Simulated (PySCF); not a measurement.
# Unknowns

[PySCF 2.14.0 with density-fitted response routines: GFN2-xTB geometry; NMR shieldings at PBE0/pcSseg-1/GIAO; in vacuum; no relativistic terms; single conformer; one averaged value for each set of equivalent atoms]

Shifts are taken against calculated references (same method and geometry level): ¹H (σ = 31.72 ppm) and ¹³C (σ = 186.93 ppm) vs TMS. Splittings of carbon signals by F and P are missing where no couplings were computed. Where no couplings were computed, multiplicities follow the n + 1 count of equivalent neighbours, and m marks all less simple cases (inequivalent or close neighbours, rings, F or P nearby). Shifts are as computed. Against solution values, carbons near 30 ppm lie about +3 ppm off and those near 130 ppm about +5 ppm. Of 1309 compounds with measured shifts, 239 miss one by over three times the rms of a fit or turn the order of signals round; such compounds aren't used in these exercises.

Problem. C$_{4}$H$_{7}$F$_{3}$OSi. ¹H NMR (600 MHz, computed): δ 6.72 (m, 1H), 4.26 (m, 1H), 3.49 (s, 3H), 3.46 (m, 1H), 3.03 (m, 1H). ¹³C{¹H} NMR (computed): δ 119.5 (CH), 89.0 (C), 73.0 (CH), 63.1 (CH3). What is it?

Solution. `CO[C@@H]1[SiH2][C@]1(F)C(F)F`. The formula gives 1 degree of unsaturation (1 ring in the answer). 4 carbon signals for 4 carbons: no two carbons are equivalent. Carbon types of the structure: 1 × C, 2 × CH, 1 × CH3, leaving 2 H on heteroatoms. δC 119.5: sp3 CH bonded to 2 F; 2 electronegative neighbours deshield it. δC 89.0, 73.0: three-membered-ring carbon; pulled downfield by the heteroatom. δC 63.1: methyl carbon bonded to O; the inductive effect lowers its shielding. δH 3.49: hydrogen on a methyl carbon bonded to O; its carbon carries O, an electronegative neighbour.

The data come from this structure; uniqueness wasn't tested.

Problem. C$_{6}$H$_{14}$Si. ¹H NMR (300 MHz, computed): δ 4.42 (m, 1H), 3.93 (m, 1H), 2.70 (m, 1H), 2.23 (m, 1H), 2.09 (m, 1H), 1.95 (m, 1H), 1.71 (m, 1H), 1.49 (m, 1H), 1.14 (d, 3H), 0.14 (m, 3H). ¹³C{¹H} NMR (computed): δ 33.0 (CH), 29.0 (CH2), 24.3 (CH), 22.9 (CH3), 20.5 (CH2), -5.6 (CH3). Identify the compound.

Solution. SMILES C[SiH2][C@@H]1CC[C@@H]1C. Rings plus π bonds: 1 (1 ring in the answer). 6 carbon signals for 6 carbons: no two carbons are equivalent. Carbon types of the structure: 2 × CH, 2 × CH2, 2 × CH3, leaving 2 H on heteroatoms. δC 33.0: sp3 CH in a ring; a saturated carbon with 3 carbon neighbours and no heteroatom attached. δC 29.0, 20.5: sp3 CH2 in a ring; saturated and bonded to C and H only. δC -5.6: methyl carbon bonded to Si; an electropositive neighbour leaves it electron-rich and shielded. δH 1.14: hydrogen on a methyl carbon; far from electronegative atoms and π systems.

The shifts were computed for this structure.
